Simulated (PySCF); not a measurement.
C2H5ClFNSi, SMILES C/N=C/[Si@H](F)Cl. Coordinates come from a PBE0-D3(BJ)/def2-SVP optimisation. The structure was generated by enumeration; whether it is a known compound was not checked. The values are those of a single conformer.

Computed equilibrium geometry at PBE0-D3(BJ)/def2-SVP (PySCF confirms it by a frequency run) as a Z-matrix (one conformer of several):
```
C
N 1 1.2702
H 1 1.1136 2 121.98
C 2 1.4344 1 119.43 3 -0.18
H 4 1.1020 2 108.95 1 -122.38
H 4 1.1020 5 106.12 2 117.19
H 4 1.1077 5 109.25 6 117.66
Si 1 1.8682 3 121.60 2 179.15
F 8 1.6205 1 109.51 3 63.45
H 8 1.4770 9 108.87 1 -123.31
Cl 8 2.0576 10 110.39 9 116.97
```
Charge 0, spin multiplicity 1.
